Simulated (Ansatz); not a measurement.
`Cl[C]1=[CH][AlH]1` + H–F → `F[C]1=[CH][AlH]1` + HCl at 700 K and 1 bar (substitution at a C–Cl bond).

Isolated molecules relaxed with PBE0-D4/def2-TZVP in Ansatz; ΔE leaves out vibrations. CCSD(T)/CBS is the MP2 limit (def2-TZVPP, def2-QZVPP) plus CCSD(T) − MP2 in def2-TZVPP, frozen cores. This one scheme is used for every species.

| species | CCSD(T)/CBS energy (Eh) | H − E (kJ/mol) | S (J/(mol·K)) |
| --- | --- | --- | --- |
| `Cl[C]1=[CH][AlH]1` | -779.01931 | 124.8 | 372.6 |
| H–F | -100.39570 | 45.2 | 198.5 |
| `F[C]1=[CH][AlH]1` | -419.02251 | 126.5 | 358.3 |
| HCl | -460.38127 | 38.4 | 211.8 |

H − E and S are ideal-gas, rigid-rotor, harmonic terms from PBE0-D4/def2-TZVP. 1 Eh = 2625.50 kJ/mol, R = 8.31446 J/(mol·K).

Task: By hand: ΔE, ΔH, ΔS and ΔG.

Result: ΔE = (-419.02251) + (-460.38127) − (-779.01931) − (-100.39570) = 0.01123 Eh = 29.5 kJ/mol. Δ(H − E) = 126.5 + 38.4 − 124.8 − 45.2 = -5.1, so ΔH = 24.4 kJ/mol. ΔS = 358.3 + 211.8 − 372.6 − 198.5 = -1.0 J/(mol·K). ΔG = 24.4 − 700 × (-1.0)/1000 = 25.1 kJ/mol.

Task: By hand: the equilibrium constant, and the temperature at which ΔG would vanish if ΔH and ΔS stayed fixed.

Result: log₁₀ K = −ΔG/(RT ln 10) = -1.9. ΔH and −TΔS have one sign here, so there is no such temperature. One of them is within its doubt of zero, so this could turn.

The number of gas molecules stays the same, so ΔS is small and ΔH decides. A doubt of 5 kJ/mol in ΔE shifts log₁₀ K by 0.4 here. These are equilibria of isolated gas molecules and say nothing of rates. Largest T1 diagnostic: 0.015 (customary marks: 0.02 for closed shells, 0.045 for open ones).
